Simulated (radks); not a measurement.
Results of a calculation; reference values are marked as such.
Question: All-electron atom: O+ in 2s2 2p5 (not the ground configuration). Level of theory: non-relativistic Kohn-Sham, PBE, spin-polarised, spherical densities, point nucleus; open shells are filled with parallel spins first (a radial shooting solver on a logarithmic mesh with Libxc functionals). Some entries of the table are withheld. Estimate them.

orbital  occ.  eigenvalue (Ry)  <1/r> (bohr^-1)  r(max) (bohr)
1s up       0        -47.34761            8.011         0.1238
1s down     0        -47.17178            8.026         0.1238
2s up       1         -3.49819              (1)         0.7553
2s down     1         -3.37169              (2)         0.7593
2p up       3         -2.54000            1.527         0.6104
2p down     2         -2.37621            1.499         0.6189

Answer: 
(1) 2s up <1/r> (bohr^-1): 1.537
(2) 2s down <1/r> (bohr^-1): 1.520
